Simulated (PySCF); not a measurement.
C2H4N2OSi, SMILES O[Si@H]1C=NC=N1. Coordinates come from a PBE-D3(BJ)/def2-SVP optimisation. The structure was generated by enumeration; whether it is a known compound was not checked. One conformer was computed; it need not be the lowest.

Q: Give the equilibrium geometry at PBE-D3(BJ)/def2-SVP (PySCF confirms it by a frequency run) as bond lengths and angles. (The exact figures need the calculation; the answer reports its results.)

A: One answer among several that fit: 
Atoms: O1 Si2 C3 N4 C5 N6 H7 H8 H9 H10. Bond lengths (Å): O1–Si2 1.671, O1–H7 0.973, Si2–C3 1.929, Si2–N6 1.791, Si2–H8 1.494, C3–N4 1.295, C3–H9 1.107, N4–C5 1.472, C5–N6 1.282, C5–H10 1.110. Angles (°): Si2–O1–H7 115.8, O1–Si2–C3 119.2, O1–Si2–N6 115.1, O1–Si2–H8 105.6, C3–Si2–N6 90.6, C3–Si2–H8 113.8, N6–Si2–H8 112.3, Si2–C3–N4 109.0, Si2–C3–H9 132.6, N4–C3–H9 118.3, C3–N4–C5 110.1, N4–C5–N6 124.3, N4–C5–H10 113.0, N6–C5–H10 122.6, Si2–N6–C5 105.8.
